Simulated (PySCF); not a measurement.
Isomers of C5H7NO2, mass 113.048 u with the commonest isotopes. The calculation used PBE0/def2-SVPD in PySCF (dipole) on a GFN2-xTB geometry, gas phase. One conformer each, none proved a minimum here; rigid rotors.

Question: Order these by rotational constant C, largest first.
A. `[CH3:1][O:2][C@@:3]1([CH3:4])[O:5][C@H:6]1[C:7]#[N:8]` with C1–O2–C3–C4 -86°
B. `[CH3:1][O:2][C@H:3]([C:4]#[N:5])[CH2:6][CH:7]=[O:8]` with C1–O2–C3–C4 -66°, O2–C3–C6–C7 -160°, C3–C6–C7–O8 7°
C. `[CH2:1]=[C:2]([C:3]([CH3:4])=[O:5])[C:6]([NH2:7])=[O:8]` with C1–C2–C3–C4 0°, C1–C2–C6–N7 180°, C2–C6–N7–H 0° and 180°
D. `[CH2:1]=[CH:2][O:3]/[CH:4]=[CH:5]\[C:6]([NH2:7])=[O:8]` with C1–C2–O3–C4 180°, C2–O3–C4–C5 180°, C4–C5–C6–N7 -1°, C5–C6–N7–H 179° and 1°
E. `[CH3:1][O:2][CH2:3][c:4]1[cH:5][n:6][o:7][cH:8]1` with C1–O2–C3–C4 -70°, O2–C3–C4–C5 100°

Answer: A (1335 MHz), E (1219 MHz), C (1158 MHz), B (1131 MHz), D (862.0 MHz).

Question: Order these by radius of gyration √(Σ m r²/M), smallest first.
A. `[CH3:1][O:2][CH2:3][c:4]1[cH:5][n:6][o:7][cH:8]1` with C1–O2–C3–C4 -70°, O2–C3–C4–C5 100°
B. `[CH2:1]=[CH:2][O:3]/[CH:4]=[CH:5]\[C:6]([NH2:7])=[O:8]` with C1–C2–O3–C4 180°, C2–O3–C4–C5 180°, C4–C5–C6–N7 -1°, C5–C6–N7–H 179° and 1°
C. `[CH3:1][O:2][C@@:3]1([CH3:4])[O:5][C@H:6]1[C:7]#[N:8]` with C1–O2–C3–C4 -86°
D. `[CH3:1][O:2][C@H:3]([C:4]#[N:5])[CH2:6][CH:7]=[O:8]` with C1–O2–C3–C4 -66°, O2–C3–C6–C7 -160°, C3–C6–C7–O8 7°
E. `[CH2:1]=[C:2]([C:3]([CH3:4])=[O:5])[C:6]([NH2:7])=[O:8]` with C1–C2–C3–C4 0°, C1–C2–C6–N7 180°, C2–C6–N7–H 0° and 180°

Answer: C (1.918 Å), E (1.968 Å), A (1.993 Å), D (2.066 Å), B (2.277 Å).

Question: Order these by dipole moment, largest first.
A. `[CH3:1][O:2][C@H:3]([C:4]#[N:5])[CH2:6][CH:7]=[O:8]` with C1–O2–C3–C4 -66°, O2–C3–C6–C7 -160°, C3–C6–C7–O8 7°
B. `[CH2:1]=[C:2]([C:3]([CH3:4])=[O:5])[C:6]([NH2:7])=[O:8]` with C1–C2–C3–C4 0°, C1–C2–C6–N7 180°, C2–C6–N7–H 0° and 180°
C. `[CH3:1][O:2][CH2:3][c:4]1[cH:5][n:6][o:7][cH:8]1` with C1–O2–C3–C4 -70°, O2–C3–C4–C5 100°
D. `[CH3:1][O:2][C@@:3]1([CH3:4])[O:5][C@H:6]1[C:7]#[N:8]` with C1–O2–C3–C4 -86°
E. `[CH2:1]=[CH:2][O:3]/[CH:4]=[CH:5]\[C:6]([NH2:7])=[O:8]` with C1–C2–O3–C4 180°, C2–O3–C4–C5 180°, C4–C5–C6–N7 -1°, C5–C6–N7–H 179° and 1°

Answer: E (5.32 D), D (4.60 D), A (4.00 D), B (3.03 D), C (2.32 D).

| SMILES | point group | Ia (u·Å²) | Ib (u·Å²) | Ic (u·Å²) | κ | μa (D) | μb (D) | μc (D) |
| --- | --- | --- | --- | --- | --- | --- | --- | --- |
| CO[C@H](C#N)CC=O | C1 | 164.34 | 353.46 | 446.85 | -0.69 | 0.47 | 3.87 | 0.89 |
| COCc1cnoc1 | C1 | 102.42 | 380.65 | 414.65 | -0.94 | 2.08 | 0.24 | 1.01 |
| CO[C@@]1(C)O[C@H]1C#N | C1 | 156.23 | 297.27 | 378.45 | -0.62 | 4.11 | 2.06 | 0.20 |
| C=CO/C=C\C(N)=O | Cs | 81.93 | 504.37 | 586.28 | -0.95 | 5.32 | 0.05 | 0.01 |
| O=CNC1=CCOC1 | Cs | 96.58 | 356.58 | 446.80 | -0.86 | 0.05 | 4.67 | 0.00 |
| C=C(C(C)=O)C(N)=O | Cs | 143.28 | 296.29 | 436.42 | -0.54 | 2.92 | 0.78 | 0.01 |
